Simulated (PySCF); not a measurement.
Compound: C7H11FSe.
Numbering: `[CH2:1]=[CH:2][C@@H:3]1[CH2:4][Se:5][CH2:6][CH2:7][C@H:8]1[F:9]` (hydrogens: H10, H11 on C1; H12 on C2; H13 on C3; H14, H15 on C4; H16, H17 on C6; H18, H19 on C7; H20 on C8)

Computed with PySCF, PBE0-D3(BJ)/def2-SVP geometry optimisation, gas phase.

Problem. Give the optimised bond lengths and angles.

Solution. 
| bond | length (Å) |
| --- | --- |
| C1=C2 | 1.334 |
| C2–C3 | 1.505 |
| C3–C4 | 1.522 |
| C4–Se5 | 1.948 |
| Se5–C6 | 1.950 |
| C6–C7 | 1.517 |
| C7–C8 | 1.518 |
| C8–F9 | 1.382 |
| C3–C8 | 1.532 |
| C1–H10 | 1.093 |
| C1–H11 | 1.094 |
| C2–H12 | 1.095 |
| C3–H13 | 1.107 |
| C4–H14 | 1.102 |
| C4–H15 | 1.100 |
| C6–H16 | 1.099 |
| C6–H17 | 1.102 |
| C7–H18 | 1.102 |
| C7–H19 | 1.103 |
| C8–H20 | 1.107 |

A selection of angles:
| angle | degrees |
| --- | --- |
| C2–C1–H10 | 120.7 |
| C2–C1–H11 | 122.8 |
| H10–C1–H11 | 116.5 |
| C1–C2–C3 | 127.0 |
| C1–C2–H12 | 119.0 |
| C3–C2–H12 | 114.0 |
| C2–C3–C4 | 113.4 |
| C2–C3–C8 | 109.9 |
| C2–C3–H13 | 107.4 |
| C4–C3–C8 | 111.4 |
| C4–C3–H13 | 108.3 |
| C8–C3–H13 | 106.2 |
| C3–C4–Se5 | 113.6 |
| C3–C4–H14 | 111.0 |
| C3–C4–H15 | 110.4 |
| Se5–C4–H14 | 108.7 |
| Se5–C4–H15 | 105.5 |
| H14–C4–H15 | 107.4 |
| C4–Se5–C6 | 94.2 |
| Se5–C6–C7 | 112.1 |
| Se5–C6–H16 | 106.0 |
| Se5–C6–H17 | 108.6 |
| C7–C6–H16 | 111.1 |
| C7–C6–H17 | 111.4 |
| H16–C6–H17 | 107.5 |
| C6–C7–C8 | 113.8 |
| C6–C7–H18 | 110.2 |
| C6–C7–H19 | 109.7 |
| C8–C7–H18 | 108.4 |
| C8–C7–H19 | 107.3 |
| H18–C7–H19 | 107.2 |
| C7–C8–F9 | 107.5 |
| C7–C8–H20 | 109.9 |
| F9–C8–H20 | 107.2 |
| C3–C8–C7 | 114.9 |
| C3–C8–F9 | 108.6 |
| C3–C8–H20 | 108.5 |

Dihedral angles: C1–C2–C3–C4 0° (synperiplanar); C2–C3–C4–Se5 174° (antiperiplanar); C3–C4–Se5–C6 54° (synclinal); C4–Se5–C6–C7 -52° (synclinal); Se5–C6–C7–C8 62° (synclinal); C6–C7–C8–F9 176° (antiperiplanar); C2–C3–C8–C7 -171° (antiperiplanar).

The C–C distances run from 1.334 Å (C1=C2, drawn double) to 1.532 Å (C3–C8, drawn single), a spread of 0.198 Å. Of the pairs four or more bonds apart, C4···H11 is among the closest relative to their van der Waals radii: 2.63 Å, 91 % of the sum of Bondi's values. The 6-membered ring C3–C4–Se5–C6–C7–C8 has internal angles of 94.2° to 114.9°; it is puckered, 0.27 Å rms from its mean plane, widest ring torsion 63°.

Point group: C1 (no symmetry element, even within 0.4 Å). No PBE0-D3(BJ)/def2-SVP frequencies stand behind this structure, so it isn't proved a minimum. The numbers are those of one conformer.
